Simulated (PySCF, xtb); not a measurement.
CaF2, SMILES [Ca]([F])[F].

GFN2-xTB run with xtb at its own geometry gives an orbital gap of 2.42 eV and a dipole moment of 6.05 D.

The structure is a stationary point at PBE0-D3(BJ)/def2-TZVP. The isomer is the one that the SMILES or the coordinates give; other isomers of the formula were not compared.

### Question
What does PySCF with PBE/def2-TZVPD give? (Estimate from the structure and the level; the computed values follow.)

### Answer
gap 4.74 eV (levels -7.08 and -2.34 eV), dipole 4.09 D.
